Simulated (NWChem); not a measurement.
# Atomisation of arsenic trifluoride (AsF3)

SMILES: F[As](F)F
```xyz
4

F      0.7389    -0.4892     1.2818
As     0.0009     0.3989     0.0000
F      0.7389    -0.4892    -1.2818
F     -1.4811    -0.4842     0.0000
```
Charge 0, spin multiplicity 1.

The numbers come from NWChem runs, not from measurements. The geometry was optimised at PBE0/def2-SVP, a minimum by its harmonic frequencies.

Basis set: def2-TZVP. The atomisation energy is electronic alone: no zero-point, thermal, spin-orbit or counterpoise terms. No value is extrapolated to the basis-set limit. Free atoms are single determinants with multiplicities F 2, As 4.

The Hamiltonian is non-relativistic. No SCF solution was tested for a lower state.

**Question.** Order these methods by the atomisation energy they give, lowest first: BP86, BHandHLYP, M06-2X, PBE.

**Answer.** BHandHLYP (292.8 kcal/mol), M06-2X (322.4 kcal/mol), BP86 (339.0 kcal/mol), PBE (340.5 kcal/mol)
